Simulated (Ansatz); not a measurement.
TiS₃⁻. Total charge -1; doublet. Geometry PBE0-D4/def2-SVPD; atoms count from 1.

Cartesian coordinates in Å:
```
Ti -0.017 0.051 0.002
S -1.560 -0.484 -1.421
S -0.368 -0.209 2.123
S 1.944 0.642 -0.704
```

The structure comes from a short search, and lower isomers may exist.

Problem. Estimate the Mulliken populations from the PBE0/def2-TZVPD orbitals of Ansatz.

Solution. 
| atom | charge (e) | spin (α − β) | d electrons |
| --- | --- | --- | --- |
| Ti1 | 0.70 | -0.39 | 2.46 |
| S2 | -0.57 | 0.46 | – |
| S3 | -0.57 | 0.46 | – |
| S4 | -0.57 | 0.46 | – |
Mulliken values and Mayer orders depend strongly on the basis. With diffuse functions, as here, like atoms can get unlike values, and bond orders can come out too low or too high.

Problem. Where does the spin sit?

Solution. Summed by element: Ti -0.39, S 1.39, of 1 unpaired in all. Largest on single atoms: S4 0.46, S3 0.46, S2 0.46.

Problem. And the Mayer bond orders between bonded heavy atoms (over 0.3)?

Solution. Ti1–S2 1.62 (2.17 Å); Ti1–S3 1.62 (2.17 Å); Ti1–S4 1.62 (2.17 Å).
